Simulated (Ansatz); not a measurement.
Program: Ansatz. Geometries: PBE0-D4/def2-TZVP. ΔE: electronic, gas phase. CCSD(T)/CBS is the MP2 limit (def2-TZVPP, def2-QZVPP) plus CCSD(T) − MP2 in def2-TZVPP, frozen cores. This one scheme is used for every species. DFT in def2-TZVPP. B3LYP here is the variant with VWN-RPA as its local correlation; programs differ in this. def2 core potentials past Kr. For Sn outer-core shells are correlated without core-valence functions, which leaves a few kJ/mol of doubt a bond. Each species was taken in one conformer, which may not be the lowest.

Reaction (formal exchange of groups at the Sn–F bond): `[NH2][SnH]([OH])[F]` + CH₄ → `[CH3][SnH]([NH2])[OH]` + H–F

```csv
level,ΔE (kcal/mol),difference from CCSD(T)/CBS
PBE-D4,21.2,1.7
r2SCAN-D4,23.3,3.8
PBE0-D4,20.1,0.6
B3LYP-D4,22.7,3.2
ωB97X-V,22.7,3.2
ωB97M-V,21.6,2.1
B2PLYP,22.6,3.1
PBE,22.1,2.6
r2SCAN,23.6,4.1
PBE0,20.9,1.4
B3LYP,24.1,4.6
HF/def2-TZVPP,25.2,5.7
MP2/def2-TZVPP,18.1,-1.4
SCS-MP2/def2-TZVPP,20.0,0.5
CCSD/def2-TZVPP,19.4,-0.1
CCSD(T)/def2-TZVPP,19.0,-0.5
HF/def2-QZVPP,25.9,6.4
MP2/def2-QZVPP,18.6,-0.9
SCS-MP2/def2-QZVPP,20.5,1.0
HF/CBS(def2),26.0,6.5
MP2/CBS(def2),18.6,-0.9
CCSD/CBS(def2),19.9,0.4
CCSD(T)/CBS,19.5,0
```

Largest T1 diagnostic among the species: 0.014.

From PBE to PBE0 (25 % exact exchange), in def2-TZVPP and without D4, ΔE moves by −1.2 kcal/mol. In def2-TZVPP, CCSD(T) changes the Hartree–Fock value by −6.3 kcal/mol (the triples alone add −0.4 kcal/mol) and MP2 by −7.1 kcal/mol. The D4 term adds −1.4 kcal/mol with B3LYP and −0.8 kcal/mol with PBE0; it sums over pairs of atoms, weighted by their polarisabilities, and B3LYP, whose exchange is more repulsive, gets the larger term.
